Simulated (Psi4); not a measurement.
H$_{2}$BrF$_{2}$NSi (SMILES N[Si](F)(F)Br), singlet, at a GFN2-xTB geometry, atoms displaced at random by about 0.03 Å a coordinate; Psi4 with B3LYP/STO-3G, gradient.

The Psi4 input:
```
memory 2 GB

molecule mol {
0 1
  N     2.039239    0.098573    0.757553
  Si    0.427476    0.469005    0.438934
  F    -0.275328    0.460588    1.875908
  F     0.302870    1.959250   -0.081961
  Br   -0.745472   -0.807381   -0.823951
  H     2.345566   -0.663618    1.312286
  H     2.773351    0.325170    0.019042
symmetry c1
no_reorient
no_com
}

set basis sto-3g
set reference rks

gradient('b3lyp')
print_variables()
```

What the program printed (banner, timings and long lists left out):

```
gradient() will perform analytic gradient computation.

   => Loading Basis Set <=

    Name: STO-3G
    Role: ORBITAL
    Keyword: BASIS

         ---------------------------------------------------------
                                   SCF
               by Justin Turney, Rob Parrish, Andy Simmonett
                          and Daniel G. A. Smith
                              RKS Reference
         ---------------------------------------------------------

  ==> Geometry <==

    Molecular point group: c1
    Full point group: C1

    Geometry (in Angstrom), charge = 0, multiplicity = 1:

       Center              X                  Y                   Z               Mass
    ------------   -----------------  -----------------  -----------------  -----------------
         N            2.039239000000     0.098573000000     0.757553000000    14.003074004430
         SI           0.427476000000     0.469005000000     0.438934000000    27.976926534650
         F           -0.275328000000     0.460588000000     1.875908000000    18.998403162730
         F            0.302870000000     1.959250000000    -0.081961000000    18.998403162730
         BR          -0.745472000000    -0.807381000000    -0.823951000000    78.918337600000
         H            2.345566000000    -0.663618000000     1.312286000000     1.007825032230
         H            2.773351000000     0.325170000000     0.019042000000     1.007825032230

  Running in c1 symmetry.

  Rotational constants: A =      0.13310  B =      0.05124  C =      0.05053 [cm^-1]
  Rotational constants: A =   3990.32507  B =   1536.13303  C =   1514.70519 [MHz]
  Nuclear repulsion =  455.930030184732459

  Charge       = 0
  Multiplicity = 1
  Electrons    = 76
  Nalpha       = 38
  Nbeta        = 38

  ==> Algorithm <==

  SCF Algorithm Type is DF.
  DIIS enabled.
  MOM disabled.
  Fractional occupation disabled.
  Guess Type is SAD.
  Energy threshold   = 1.00e-08
  Density threshold  = 1.00e-08
  Integral threshold = 1.00e-12

  ==> Primary Basis <==

  Basis Set: STO-3G
    Blend: STO-3G
    Number of shells: 24
    Number of basis functions: 44
    Number of Cartesian functions: 45
    Spherical Harmonics?: true
    Max angular momentum: 2

  ==> DFT Potential <==

   => LibXC <=

    Version 7.1.2
    S. Lehtola, C. Steigemann, M. J. T. Oliveira, and M. A. L. Marques,  SoftwareX 7, 1–5 (2018) (10.1016/j.softx.2017.11.002)

   => Composite Functional: B3LYP <=

[...]
  @DF-RKS Final Energy: -3084.21032520402878
    Total Energy =                      -3084.2103252040287771
[...]
    Number of Cartesian functions: 845
    Spherical Harmonics?: true
    Max angular momentum: 5

  ==> DFT Potential <==

   => LibXC <=

    Version 7.1.2
    S. Lehtola, C. Steigemann, M. J. T. Oliveira, and M. A. L. Marques,  SoftwareX 7, 1–5 (2018) (10.1016/j.softx.2017.11.002)

   => Composite Functional: B3LYP <=

    B3LYP Hyb-GGA Exchange-Correlation Functional

    P. J. Stephens, F. J. Devlin, C. F. Chabalowski, and M. J. Frisch,  J. Phys. Chem. 98, 11623 (1994) (10.1021/j100096a001)

    Deriv               =              1
    GGA                 =           TRUE
    Meta                =          FALSE

    Exchange Hybrid     =           TRUE
    MP2 Hybrid          =          FALSE

   => Exchange Functionals <=

    0.0800   Slater exchange
    0.7200         Becke 88

   => Exact (HF) Exchange <=

    0.2000               HF

   => Correlation Functionals <=

    0.1900   Vosko, Wilk & Nusair (VWN5_RPA)
    0.8100   Lee, Yang & Parr

   => LibXC Density Thresholds  <==

    XC_HYB_GGA_XC_B3LYP:  1.00E-15

   => Molecular Quadrature <=

    Radial Scheme          =       TREUTLER
    Pruning Scheme         =           NONE
    Nuclear Scheme         =       TREUTLER

    Blocking Scheme        =         OCTREE
    BS radius alpha        =              1
    Pruning alpha          =              1
    Radial Points          =             75
    Spherical Points       =            302
    Total Points           =         147181
    Total Blocks           =           1175
    Max Points             =            255
    Max Functions          =             40
    Weights Tolerance      =       1.00E-15

  -Total Gradient:
     Atom            X                  Y                   Z
    ------   -----------------  -----------------  -----------------
       1       -0.028938444158    -0.041458994382     0.054218080582
       2       -0.004932244455     0.000881473682    -0.029087313895
       3        0.012911236365     0.001857525722    -0.022509061020
       4       -0.002603927213    -0.032001685615     0.016940015286
       5        0.018472214262     0.025950775686     0.027563022639
       6       -0.011237814147     0.037761450054    -0.027285486847
       7        0.016457917889     0.006784444827    -0.019656010139

  Variable Map:
  ----------------------------------------------------------------------------
[...]
  Array Variable Map:
  ----------------------------------------------------------------------------
[...]
[...]
```
